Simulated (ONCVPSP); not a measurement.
Pseudopotential generation for N: ONCV, PBE, scalar-relativistic.

* Element: N
* Generator: ONCVPSP 4.0.1
* Type: optimised norm-conserving Vanderbilt (ONCV)
* Functional: PBE
* Relativity: scalar-relativistic
* Frozen core: [He]
* Valence charge: 5
* Reference configuration: 2s2 2p3
* Partial waves: 2s: rc 1.05 bohr, ncon 4, nbas 7, qcut 6.6 1/bohr, 2 projectors, debl 2.8 Ha; 2p: rc 1.75 bohr, ncon 5, nbas 9, qcut 7.1 1/bohr, 2 projectors, debl 2.3 Ha
* Local potential: polynomial inside 0.90 bohr (lpopt 5, dvloc0 0 Ha)
* Core correction: Teter function, fcfact 4.75, rcfact 1.4

All-electron outer shells of the reference configuration (PBE, scalar-relativistic, ld1.x):

```csv
shell,level (eV),outermost node (bohr),outermost maximum (bohr)
1s,-384.72,–,0.15
2s,-18.58,0.32,1.02
2p,-7.09,–,0.98
```

Results:

- Cutoffs needed: 37 Ha and 98 Ha (the cutoffs (Ha) at which the residual kinetic energy of the hardest occupied pseudo-wave falls to 1 and 0.1 mHa per electron)
- Ghost test: no bound ghost flagged; no localised positive-energy state flagged
- Largest excitation error: +1029 meV (all-electron minus pseudo) for 2s2 2p0, out of 4 test configurations
- rms error of d²Exc/dni dnj: 1.77 mHa without and 1.76 mHa with the model core

Generation and tests took about 1.7 s on one core of a shared server CPU.
